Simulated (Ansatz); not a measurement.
Geometry optimisation, RKS BLYP-D4/def2-SVP in Ansatz 0.2.0.

Input file:

```yaml
crystal:
  periodic: [false, false, false]
  atoms:
    - { symbol: In, position_ang: [0.0, 0.0, 0.0] }
    - { symbol: O, position_ang: [0.0, 0.0, 2.34] }
    - { symbol: H, position_ang: [-0.9095, -0.2814, 2.6771] }
    - { symbol: Cl, position_ang: [2.113, 0.0, -1.22] }
    - { symbol: O, position_ang: [-1.7233, 0.0, -0.995] }
    - { symbol: H, position_ang: [-2.233, -0.8467, -0.7865] }
    - { symbol: O, position_ang: [0.4884, 2.1176, 0.7221] }
    - { symbol: Al, position_ang: [1.7548, 2.5265, 1.9042] }
    - { symbol: H, position_ang: [2.6821, 1.408, 2.4722] }
    - { symbol: H, position_ang: [1.9374, 4.0034, 2.3722] }
    - { symbol: H, position_ang: [0.3027, 1.3126, 1.898] }
basis:
  gaussian: { orbitals: def2-SVP }
hamiltonian:
  xc: blyp
  dispersion: d4
relax:
  f_tol: 0.15
  max_steps: 25
  restrain:
    - { distance: [0, 6], at: 1.99, k: 30.0 }
    - { distance: [10, 1], at: 1.01, k: 30.0 }
    - { distance: [0, 1], at: 3.19, k: 30.0 }
    - { distance: [10, 6], at: 2.21, k: 30.0 }
```

Launched with:

```bash
$ ansatz run input.yaml --threads 4 --pin off --max-ram 5120MiB --backend cpu --events-out ev --progress --plain --runs-dir out
```

Problem. Where does it end, and by what steps?

Solution. The run converged. The restraints hold the end off the free minimum; the threshold counts their pulls, which the force column leaves out. Restrained pairs: In1–O7 (2.29 → 2.00 Å), O2–H11 (1.42 → 1.00 Å), In1–O2 (2.34 → 3.18 Å), O7–H11 (1.44 → 2.21 Å). After 15 steps the energy has fallen by 1.509 eV (the restraints' own energy left out); H9 moved furthest, 1.19 Å.

| step | energy less start (eV) | largest force component (eV/Å) | accepted |
| --- | --- | --- | --- |
| 0 | 0.0000 | 2.611 | yes |
| 1 | 0.0733 | 2.419 | yes |
| 2 | -0.2894 | 2.240 | yes |
| 3 | -0.7589 | 1.998 | yes |
| 4 | -1.1525 | 1.129 | yes |
| 5 | -1.2792 | 1.254 | yes |
| 6 | -1.3536 | 0.732 | yes |
| 7 | -1.2696 | 2.527 | no |
| 8 | -1.4087 | 0.629 | yes |
| 9 | -1.4526 | 0.580 | yes |
| 10 | -1.4820 | 0.545 | yes |
| 11 | -1.4997 | 0.593 | yes |
| 12 | -1.5056 | 0.564 | yes |
| 13 | -1.5028 | 0.612 | no |
| 14 | -1.5065 | 0.562 | yes |
| 15 | -1.5089 | 0.585 | yes |

```xyz
11
Properties=species:S:1:pos:R:3
In 0.269 0.470 -0.263
O -0.445 -0.049 2.787
H -1.383 -0.321 2.684
Cl 2.003 -0.566 -1.523
O -1.665 -0.058 -0.534
H -1.703 -0.778 -1.196
O 0.616 2.032 0.941
Al 2.011 2.677 1.745
H 3.410 1.908 1.668
H 1.761 4.017 2.569
H -0.463 0.908 2.506
```

Time of the run: 27 s on 4 threads of Arm Neoverse V2, on a shared host, peak memory 0.2 GiB.
